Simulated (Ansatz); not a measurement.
A structure relaxed at PBE0-D4/def2-TZVP, charge 0, multiplicity 1:

```csv
atom,x (Å),y (Å),z (Å)
F1,2.080,0.692,0.124
B2,1.049,0.169,-0.510
F3,1.255,-0.188,-1.764
Si4,-0.761,-0.104,0.379
H5,-0.832,0.620,1.673
H6,-0.952,-1.560,0.621
H7,-1.840,0.372,-0.524
```

(1) Give its formula and SMILES.

(2) Summarise the bond lengths by kind.

## Answers

(1) BF2H3Si, `FB(F)[SiH3]`.

(2) 2 × B–F 1.319 to 1.320 Å; 1 × B–Si 2.035 Å; 3 × H–Si 1.484 to 1.488 Å.

Computed with Ansatz.
